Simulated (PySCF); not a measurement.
Species: trans-Sn(NH3)2Cl4.
Bonds: Sn1–N2, Sn1–N6, Sn1–Cl10, Sn1–Cl11, Sn1–Cl12, Sn1–Cl13. Hydrogens: H3, H4, H5 on N2; H7, H8, H9 on N6.

Method: PBE0-D3(BJ)/def2-SVP geometry optimisation, gas phase, def2 core potentials past Kr in PySCF 2.14.0.

Q: What internal coordinates does the optimisation give?

A: 
```tsv
bond	length (pm)
Sn1–N2, Sn1–N6	226.5
Sn1–Cl10 and 3 like bonds	240.4
N2–H3 and 5 like bonds	102.1
```

Bonds in one row agree within 1 pm and their mean is given. A selection of angles:
```tsv
angle	degrees
N2–Sn1–N6	180.0
N2–Sn1–Cl10	89.4
N6–Sn1–Cl10	90.6
Cl10–Sn1–Cl11	179.5
Cl10–Sn1–Cl12	90.0
Sn1–N2–H3	109.7
Sn1–N2–H4	107.9
H3–N2–H4	109.6
```

N2 (nitrogen bonded to Sn and 3 H) is tetrahedral (angles from 107.9° to 110.0°). Sn1 (tin bonded to 4 Cl and 2 N) is octahedral (the three widest angles are 180.0°, 179.5° and 179.4°, the others run from 89.4° to 90.6°). All 4 Cl–Sn bonds measure 2.403 to 2.404 Å.

Whether it is a minimum is left open (no frequencies).
